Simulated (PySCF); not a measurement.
Cl2Hf, SMILES [Cl][Hf][Cl], multiplicity 1.

Geometry: B3LYP-D3(BJ)/def2-TZVP. The spin state was assumed, not searched. The def2 effective core potentials stand for the cores of Hf; spin–orbit coupling is left out.

These are PBE/def2-TZVPD (PySCF) values and carry that method's errors.

Gas-phase values at a fixed geometry.

| Quantity | Value |
|---|---|
| total energy | -968.17019 hartree |
| point group | D∞h |
| highest occupied level | -5.25 eV |
| lowest empty level | -4.24 eV |
| orbital gap | 1.01 eV |
| dipole moment | 0.00 D |
| quadrupole, principal values (traceless, Buckingham form, about the centre of nuclear charge) | -6.96, 3.48, 3.48 D·Å |
| mean static polarisability | 94.8 bohr³ (14.04 Å³) |
| polarisability, principal values | 87.2, 87.2, 109.9 bohr³ |
